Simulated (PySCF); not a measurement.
## Field gradients at the hydrogen positions

Compound: C₅H₉O₂P.
Geometry (GFN2-xTB, Å), atoms numbered from 1 in this order:
```
atom  x, y, z in Å
C1     2.593    0.842    0.166
O2     1.341    1.295   -0.296
C3     0.310    0.415   -0.266
C4     0.306   -0.851    0.151
C5    -0.999   -1.581    0.045
P6    -2.218   -0.218   -0.105
O7    -3.455   -0.443   -0.852
C8    -0.990    0.969   -0.779
H9     3.275    1.682    0.054
H10    2.541    0.547    1.219
H11    2.952   -0.004   -0.428
H12    1.169   -1.371    0.530
H13   -1.189   -2.233    0.899
H14   -1.059   -2.194   -0.862
H15   -2.407    0.217    1.207
H16   -1.143    2.002   -0.466
H17   -1.036    0.936   -1.873
```

Level: PBE0/pcSseg-1 (PySCF, non-relativistic); Q(2H) = 0.00286 b; rigid geometry, the same for H and D, with no vibrational averaging.

Task: Rank these positions by the coupling χzz of a deuteron there, largest first.
A. H12 (vinylic hydrogen)
B. H15 (P–H hydrogen)
C. H10 (methyl hydrogen)
D. H17 (methylene hydrogen)
E. H13 (methylene hydrogen)

Result: A (228 kHz), E (207 kHz), D (202 kHz), C (196 kHz), B (125 kHz).

Task: Tabulate Vzz, the asymmetry η and χzz = 234.96 MHz × Q × Vzz for every hydrogen position.

Result: 
```tsv
atom	bonded to	bond length (Å)	Vzz (au)	η	χzz (kHz)
H9	C1	1.088	0.3050	0.07	205
H10	C1	1.094	0.2923	0.08	196
H11	C1	1.094	0.2922	0.08	196
H12	C4	1.077	0.3399	0.10	228
H13	C5	1.092	0.3073	0.01	207
H14	C5	1.097	0.2969	0.01	200
H15	P6	1.396	0.1864	0.01	125
H16	C8	1.090	0.3087	0.01	207
H17	C8	1.095	0.3000	0.02	202
```

Task: Average by the element that carries the hydrogen.

Result: on C: 205 kHz over 8 positions, mean bond length 1.091 Å; on P: 125 kHz over 1 position, mean bond length 1.396 Å.

Task: How does χzz go with the bond length over the 8 C–H bonds?

Result: A straight-line fit has a slope of -15.4 kHz for each 0.01 Å, with a correlation coefficient of -0.95, over lengths from 1.077 to 1.097 Å. The longer bonds have the smaller couplings here.

Task: Give the 2H NMR doublet splittings at H9 for a magnetic field along the z, y and x axes of the gradient: 3χ/2, 3χ(1 + η)/4, 3χ(1 − η)/4.

Result: With |χ| = 205.0 kHz and η = 0.073: 307, 165 and 142 kHz, to first order and without motion.

Isolated species at its GFN2-xTB geometry (one conformer only). GFN2-xTB bond lengths can be off by several hundredths of an ångström, more for odd bonds, and the gradients follow them. With a basis this small, the couplings can be 20 % off.

These values come from a run that also computed NMR shieldings. Rough CPU time on one thread of a shared machine: about 80 s.
